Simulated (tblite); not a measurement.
Compound: C4H9AsOSi.
Numbering: `[CH2:1]=[CH:2][C@@H:3]([CH:4]=[O:5])[SiH2:6][AsH2:7]` (hydrogens: H8, H9 on C1; H10 on C2; H11 on C3; H12 on C4; H13, H14 on Si6; H15, H16 on As7)

Computed with GFN2-xTB (tblite), gas phase: L-BFGS steps from a force-field or distance-geometry start until the largest atomic force falls under 0.01 eV/Å.

Step 48: E = -578.4884 eV
```
atom  x, y, z in Å  |  force x, y, z in eV/Å
C1     -1.7683    1.5549    0.0731    0.027  -0.002   0.007
C2     -1.0674    0.5032   -0.3166   -0.080  -0.082  -0.002
C3     -0.4095   -0.4414    0.6224    0.043   0.011  -0.041
C4     -1.0059   -1.7884    0.7077    0.029   0.105  -0.016
O5     -0.8038   -2.5579    1.6119   -0.066  -0.092   0.030
Si6     1.4265   -0.7678    0.0637   -0.077  -0.079   0.029
As7     2.1606    1.3018   -0.6831   -0.033   0.113   0.024
H8     -1.9309    1.7597    1.1194    0.040   0.085  -0.019
H9     -2.2213    2.2289   -0.6330   -0.040   0.008   0.026
H10    -0.9670    0.2896   -1.3772    0.026  -0.064   0.050
H11    -0.3471   -0.0119    1.6277   -0.067  -0.059  -0.045
H12    -1.6447   -2.0787   -0.1524    0.088   0.043  -0.007
H13     1.3880   -1.6746   -1.1014   -0.004  -0.047   0.077
H14     2.0604   -1.4695    1.1915    0.004   0.051  -0.109
H15     1.6295    2.0150    0.5272    0.082  -0.018  -0.017
H16     3.4935    1.1458   -0.0248    0.027   0.027   0.012
```

Step 49: E = -578.4920 eV
```
atom  x, y, z in Å  |  force x, y, z in eV/Å
C1     -1.7499    1.5597    0.0685    0.010   0.019  -0.002
C2     -1.0672    0.4954   -0.3203   -0.104  -0.063   0.019
C3     -0.4142   -0.4485    0.6221   -0.005   0.019  -0.031
C4     -1.0059   -1.7962    0.7054    0.017   0.065  -0.015
O5     -0.7918   -2.5701    1.6034   -0.070  -0.091   0.030
Si6     1.4210   -0.7643    0.0691   -0.026  -0.020   0.013
As7     2.1317    1.3164   -0.6797    0.048   0.044   0.057
H8     -1.9027    1.7759    1.1153    0.051   0.066  -0.059
H9     -2.2001    2.2345   -0.6397   -0.032   0.001   0.041
H10    -0.9780    0.2729   -1.3810    0.024  -0.062   0.087
H11    -0.3604   -0.0236    1.6296   -0.052  -0.030  -0.050
H12    -1.6541   -2.0838   -0.1481    0.084   0.037  -0.020
H13     1.3873   -1.6666   -1.0979    0.005  -0.070   0.068
H14     2.0590   -1.4544    1.2013    0.008   0.039  -0.116
H15     1.6408    2.0147    0.5510    0.029   0.010   0.017
H16     3.4771    1.1469   -0.0430    0.013   0.036  -0.039
```

**Question.** Estimate the geometry and energy of step 50. (The exact step hangs on the optimiser's Hessian estimate; all steps are aligned on step 49, rigid shifts and turns removed.)

**Answer.** E = -578.4949 eV, largest force 0.116 eV/Å
```
atom  x, y, z in Å  |  force x, y, z in eV/Å
C1     -1.7402    1.5614    0.0661   -0.018   0.050  -0.006
C2     -1.0681    0.4905   -0.3217   -0.089  -0.053   0.033
C3     -0.4150   -0.4508    0.6221   -0.046   0.010  -0.006
C4     -1.0044   -1.7980    0.7040   -0.005   0.018  -0.032
O5     -0.7884   -2.5758    1.5980   -0.060  -0.088   0.047
Si6     1.4171   -0.7635    0.0708    0.016   0.050  -0.016
As7     2.1160    1.3256   -0.6774    0.090  -0.023   0.052
H8     -1.8861    1.7869    1.1121    0.056   0.048  -0.062
H9     -2.1926    2.2342   -0.6425   -0.028   0.007   0.033
H10    -0.9837    0.2625   -1.3815    0.013  -0.063   0.087
H11    -0.3687   -0.0308    1.6312   -0.030   0.009  -0.036
H12    -1.6542   -2.0826   -0.1482    0.065   0.023  -0.044
H13     1.3843   -1.6669   -1.0937    0.010  -0.080   0.052
H14     2.0603   -1.4443    1.2032    0.021   0.017  -0.093
H15     1.6507    2.0126    0.5641   -0.022   0.041   0.061
H16     3.4655    1.1479   -0.0505    0.027   0.035  -0.069
```

The energy changes by -0.0029 eV. The first-order estimate −F·Δx gives -0.0040 eV and the mean of the old and new forces, exact on a quadratic surface, -0.0029 eV. The step makes an angle of 74° with the force vector and moves no atom by more than 0.020 Å.

The cost below is that of the whole relaxation. Hardware: one thread, Arm Neoverse N1 (aarch64), shared host. Cost: 1.9 s.
